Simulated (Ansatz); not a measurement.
`[NH2][Cd][Br]` + H₂O → `[NH2][Cd][OH]` + HBr at 298.15 K and 1 bar (formal hydrolysis of a Cd–Br bond).

Calculated with Ansatz (gas phase, PBE0-D4/def2-TZVP geometries, no zero-point term in ΔE). CCSD(T)/CBS is the MP2 limit (def2-TZVPP, def2-QZVPP) plus CCSD(T) − MP2 in def2-TZVPP, frozen cores. This one scheme is used for every species. def2 core potentials past Kr. For Br, Cd outer-core shells are correlated without core-valence functions, which leaves a few kJ/mol of doubt a bond. Scalar relativity is left out up to krypton. Each species was taken in one conformer, which may not be the lowest.

| species | CCSD(T)/CBS energy (Eh) | H − E (kJ/mol) | S (J/(mol·K)) |
| --- | --- | --- | --- |
| `[NH2][Cd][Br]` | -2796.98951 | 82.8 | 316.4 |
| H₂O | -76.37941 | 66.4 | 188.7 |
| `[NH2][Cd][OH]` | -299.39515 | 115.0 | 305.5 |
| HBr | -2573.91920 | 24.6 | 198.6 |

H − E and S are ideal-gas, rigid-rotor, harmonic terms from PBE0-D4/def2-TZVP, for one conformer and one mirror image of each species. 1 Eh = 2625.50 kJ/mol, R = 8.31446 J/(mol·K).

Question: By hand: ΔE, ΔH, ΔS and ΔG.

Answer: ΔE = (-299.39515) + (-2573.91920) − (-2796.98951) − (-76.37941) = 0.05457 Eh = 143.3 kJ/mol. Δ(H − E) = 115.0 + 24.6 − 82.8 − 66.4 = -9.6, so ΔH = 133.7 kJ/mol. ΔS = 305.5 + 198.6 − 316.4 − 188.7 = -1.0 J/(mol·K). ΔG = 133.7 − 298.15 × (-1.0)/1000 = 134.0 kJ/mol.

Question: By hand: the equilibrium constant, and the temperature at which ΔG would vanish if ΔH and ΔS stayed fixed.

Answer: log₁₀ K = −ΔG/(RT ln 10) = -23.5. ΔH and −TΔS have one sign here, so there is no such temperature.

The number of gas molecules stays the same, so ΔS is small and ΔH decides. A doubt of 5 kJ/mol in ΔE shifts log₁₀ K by 0.9 here. Other conformers and mirror images would add mixing entropy, several J/(mol·K) or more a flexible species. These are equilibria of isolated gas molecules and say nothing of rates. Largest T1 diagnostic: 0.016 (customary marks: 0.02 for closed shells, 0.045 for open ones).

ΔS is within the doubt of such terms, so its sign, and with it that verdict, could turn.
